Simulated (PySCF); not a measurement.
SMILES [GeH3][Be][I] at its PBE0/def2-SVP optimised geometry (Å):

```
6

Be    -1.3794    -1.8508    -1.7027
I     -2.2039    -2.9520    -3.3935
Ge    -0.5506    -0.7395     0.0000
H     -0.9930     0.7395     0.0000
H     -0.9931    -1.3336     1.3543
H      0.9930    -0.7395     0.0000
```

Level of theory: PBE0/def2-TZVP, def2 effective core potentials past Kr (PySCF). The core electrons that the potentials of I replace are not part of the density. Cells within 0.4 Å of a nucleus heavier than hydrogen are left out (blank, or x).

Map of the log10 of the electron density (e/bohr³), floored at −4 on the plane z = 0.0 Å:

```
|000000000000000000000000000|
|000000000000000000000000000|
|000000000100000000000000000|
|000001111111110000000000000|
|000011222222211000000000000|
|000122333333222100000000000|
|001123344444332211000000000|
|001233455554433221100000000|
|012234556665443322111000000|
|012334567766544332221100000|
|012345567776554433322110000|
|112345567776655444333211000|
|112345566776655554443321000|
|112345566777666555544322100|
|122345567788876666654432100|
|1223455679xx987677665432100|
|122345568xxxx87777765432110|
|1233455679xxx87777765432110|
|123345567899876666655432100|
|123345566777766666554332100|
|123344556666655555443321100|
|122344555555555444433221000|
|122334445555444433332210000|
|112233444444443332221100000|
|011223333433333222111000000|
|011222333333222211100000000|
|001112222222221110000000000|
```
Scale: ten equal steps from -4.00 (start of '0') to 0.378 (end of '9'), in the order '0123456789'; x runs from -3.00 to 3.00, y from -3.00 (bottom) to 3.00 (top).
